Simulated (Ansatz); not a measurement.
Z-matrix (Å, degrees):
```
Sn
Se 1 2.531
S 1 2.401 2 110.7
H 1 1.704 2 107.5 3 120.9
H 1 1.701 2 109.5 3 -114.8
H 2 1.468 1 91.2 3 -105.8
H 3 1.343 1 93.5 2 57.1
```

Charge 0, multiplicity 1. Sn: def2 effective core potential.

Problem. List the B3LYP/def2-TZVPP orbital energies in eV (the Gaussian-basis code of Ansatz). (Estimate.)

Solution. Computed: Occupied: -12351.12, -2417.88, -1580.46, -1418.62, -1418.60, -1418.54, -215.88, -212.76, -160.43, -160.37, -160.23, -156.82, -156.75, -156.56, -139.53, -94.40, -94.37, -94.32, -57.61, -57.59, -57.43, -57.37, -57.34, -28.66, -28.65, -28.61, -28.52, -28.51, -19.78, -19.09, -14.08, -11.14, -10.83, -9.44, -8.96, -8.53, -7.20, -6.85. Lowest empty: -1.45, -0.48, -0.46, 0.36, 0.58, 1.09, 1.99, 2.21.

B3LYP here is the variant with VWN-RPA as its local correlation; programs differ in this.
